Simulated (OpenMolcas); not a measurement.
Cu3+: moving or changing the point charges

Cu3+ among 6 point charges of -1 e arranged as a trigonal antiprism (D3d), 1.86 Å from the ion, with a polar angle of 48.7° against the regular 54.74°.

| Property | Result |
| --- | --- |
| Program | OpenMolcas |
| Method | SS-CASPT2, IPEA 0.25 Eh, imaginary shift 0.1 Eh (closed shells correlated: 3s 3p) |
| Basis | ANO-RCC-VDZP [5s4p2d1f] |
| Scalar Hamiltonian | DKH2, point nucleus |
| Active space | 8 electrons in 5 orbitals (3d) |
| State averaging | 2S+1 = 3 even, 10 roots; 2S+1 = 1 even, 15 roots |
| Spin-orbit coupling | RASSI with atomic mean-field integrals over the reference wave functions |

Runs around this geometry, states (labels of D3, the rotations of D3d). Energies in cm-1 above the lowest state or level, χT in cm3 K/mol.

| R (Å) | q (e) | Polar angle / regular | Ground state | First state of that spin | First gap with spin-orbit (degeneracies) | χT at 300 K | First state of another spin |
| --- | --- | --- | --- | --- | --- | --- | --- |
| 1.86 | -0.65 | 0.89 | 3A2 | 3E 510 | 130 (1, 2) | 3.213 | 1E 15410 |
| 1.76 | -1 | 0.89 | 3A2 | 3E 1780 | 170 (1, 2) | 2.595 | 1E 16340 |
| 1.86 | -1 | 0.89 | 3A2 | 3E 1230 | 170 (1, 2) | 2.840 | 1E 15950 |
| 1.97 | -1 | 0.89 | 3A2 | 3E 780 | 160 (1, 2) | 3.068 | 1E 15610 |
| 1.86 | -1 | 0.96 | 3A2 | 3E 1330 | 65 (1, 2) | 2.796 | 1E 16070 |

Taking the first state of the same spin as R^-n, n = -ln(780 / 1780) / ln(1.97 / 1.76) = 7.3 between the shortest and longest distance.

Scaling the charges by -0.65 / -1 = 0.65 scales the first state of the same spin by 510 / 1230 = 0.41; with fixed orbitals a first-order splitting would follow the charge.

Roots that are degenerate in the reference are averaged as groups; the widest CASPT2 spread within a group is 28 cm-1 (the 2-fold group of multiplicity 3 near 2680 cm-1 above the lowest state of its run, R = 1.86, q = -0.65, ratio = 0.89). Shifts and gaps below about the spread of the groups concerned are not significant. Free-ion shares, where given, are those of the reference states; single-state CASPT2 does not remix them. Spin-orbit coupling mixes the spin-free states strongly: the lowest level takes only 62 % from its leading state, 3A2 (figures for R = 1.86, q = -0.65, ratio = 0.89; the like holds for R = 1.97, q = -1, ratio = 0.89). The ground term spreads over less than 5000 cm-1, several times less than with real ligands, so orbital moments are less quenched and χT lies further from the spin-only value than at real sites (holds for R = 1.86, q = -0.65, ratio = 0.89; R = 1.86, q = -1, ratio = 0.89; R = 1.97, q = -1, ratio = 0.89; R = 1.86, q = -1, ratio = 0.96). Point charges carry no covalency, so the field is a model and not that of real ligands. No measured value stands beside these numbers.
